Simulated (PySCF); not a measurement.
Excitation energy of N by level of theory

N [He] 2s2 2p3 (4S) → N [He] 2s1 2p4 (4P), as a difference of total energies. Computed with PySCF 2.14 in def2-QZVPPD (8s4p4d2f1g, 63 functions), with no relativity, point nucleus. Correlated levels: valence and next inner shell: nothing frozen. The calculations carry no spin-orbit coupling.

| method | excitation energy (cm⁻¹) |
| --- | --- |
| UHF | 87808 |
| MP2 (valence and next inner shell) | 88838 |
| SCS-MP2 (valence and next inner shell) | 89051 |
| CCSD (valence and next inner shell) | 87479 |
| CCSD(T) (valence and next inner shell) | 87012 |

Errors of the correlated levels include the incompleteness of this basis.

Task: Which method comes closest to the reference value, and which is furthest?

Result: The reference is 88132 cm⁻¹ (measured; NIST levels, between the centres of gravity of the two terms). Closest: UHF (error -324.57 cm⁻¹); furthest: CCSD(T) (valence and next inner shell) (error -1120.0 cm⁻¹).
